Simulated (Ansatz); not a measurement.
`F[Si]([SiH3])(Cl)Cl` + `CC(O)O` → `CC(O)O[SiH3]` + `F[SiH](Cl)Cl`  (cleavage of the Si–Si bond)

Computed with Ansatz on PBE0-D4/def2-TZVP structures; ΔE is electronic, products minus reactants. CCSD(T)/CBS is the MP2 limit (def2-TZVPP, def2-QZVPP) plus CCSD(T) − MP2 in def2-TZVPP, frozen cores. Functionals use def2-TZVPP. B3LYP here is the variant with VWN-RPA as its local correlation; programs differ in this. Each species was taken in one conformer, which may not be the lowest.

`F[Si]([SiH3])(Cl)Cl`:

Cartesian coordinates in Å:
```
F 0.026 2.137 0.733
Si -0.596 0.681 0.604
Si 0.751 -0.699 -0.705
Cl -2.451 0.892 -0.214
Cl -0.790 -0.056 2.495
H 0.101 -2.031 -0.778
H 2.088 -0.813 -0.071
H 0.872 -0.110 -2.063
```

`CC(O)O`:

Cartesian coordinates in Å:
```
C -0.891 0.446 0.487
C 0.486 0.027 0.037
O 0.615 0.400 -1.309
O 0.721 -1.344 0.211
H -1.045 0.165 1.529
H -1.016 1.525 0.383
H -1.647 -0.045 -0.132
H 1.259 0.510 0.648
H 1.493 0.135 -1.600
H 0.024 -1.820 -0.253
```

`CC(O)O[SiH3]`:

Z-matrix (Å, degrees):
```
C
C 1 1.507
H 1 1.091 2 110.5
H 1 1.091 2 109.2 3 -120.0
H 1 1.091 2 110.1 3 120.3
O 2 1.389 1 107.8 3 -179.7
O 2 1.414 1 111.4 3 61.2
H 2 1.104 1 110.6 3 -59.0
H 6 0.962 2 108.1 1 -175.8
Si 7 1.644 2 124.5 1 -86.8
H 10 1.480 7 106.4 2 -169.0
H 10 1.491 7 110.1 2 -49.1
H 10 1.488 7 112.0 2 71.1
```

`F[SiH](Cl)Cl`:

Z-matrix (Å, degrees):
```
Si
F 1 1.581
Cl 1 2.024 2 108.4
Cl 1 2.024 2 108.4 3 119.6
H 1 1.467 2 109.1 3 -120.2
```

| level | ΔE (kJ/mol) | difference from CCSD(T)/CBS |
| --- | --- | --- |
| PBE-D4 | -52.3 | 26.1 |
| r2SCAN-D4 | -71.9 | 6.5 |
| PBE0-D4 | -60.2 | 18.2 |
| B3LYP-D4 | -75.2 | 3.2 |
| ωB97X-V | -75.0 | 3.4 |
| ωB97M-V | -79.6 | -1.2 |
| B2PLYP | -82.3 | -3.9 |
| PBE | -53.2 | 25.2 |
| r2SCAN | -71.9 | 6.5 |
| PBE0 | -61.1 | 17.3 |
| B3LYP | -77.0 | 1.4 |
| HF/def2-TZVPP | -100.8 | -22.4 |
| MP2/def2-TZVPP | -86.9 | -8.5 |
| SCS-MP2/def2-TZVPP | -90.6 | -12.2 |
| CCSD/def2-TZVPP | -82.7 | -4.3 |
| CCSD(T)/def2-TZVPP | -79.8 | -1.4 |
| HF/def2-QZVPP | -103.2 | -24.8 |
| MP2/def2-QZVPP | -86.9 | -8.5 |
| SCS-MP2/def2-QZVPP | -90.5 | -12.1 |
| HF/CBS(def2) | -103.5 | -25.1 |
| MP2/CBS(def2) | -85.5 | -7.1 |
| CCSD/CBS(def2) | -81.3 | -2.9 |
| CCSD(T)/CBS | -78.4 | 0 |

Largest T1 diagnostic among the species: 0.011.

In def2-TZVPP, CCSD(T) changes the Hartree–Fock value by +21.0 kJ/mol (the triples alone add +2.9 kJ/mol) and MP2 by +13.9 kJ/mol. From PBE to PBE0 (25 % exact exchange), in def2-TZVPP and without D4, ΔE moves by −8.0 kJ/mol.
